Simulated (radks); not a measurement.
Charge is removed step by step from the 1s level of B+, starting from [He] 2s2. Method: scalar-relativistic Kohn-Sham, r2SCAN, spin-unpolarised, spherical densities, finite nucleus; meta-GGA in the generalised Kohn-Sham scheme; Fermi nuclear charge, rms radius 2.406 fm; computed with a radial shooting solver on a logarithmic mesh with Libxc functionals.

removed (e)  E - E(0) (eV)  eigenvalue (eV)  E minus straight line (eV)
0                    0.000          -196.79                       0.000
0.25                50.990          -211.19                      -5.505
0.5                 105.62          -225.87                      -7.374
0.75                163.94          -240.72                      -5.550
1                   225.98          -255.64                       0.000

Removing the whole electron costs 225.98 eV by Delta-SCF, against 196.79 eV from minus the eigenvalue at the starting occupation. Slater's transition state (half an electron removed) gives 225.87 eV. Integrating minus the eigenvalue over the occupation (Janak's theorem) gives 225.98 eV. In this scalar-relativistic scheme the density is built from large components alone, so the theorem holds only approximately. The mean slope of the eigenvalue, de/dn, is 58.9 eV per electron.
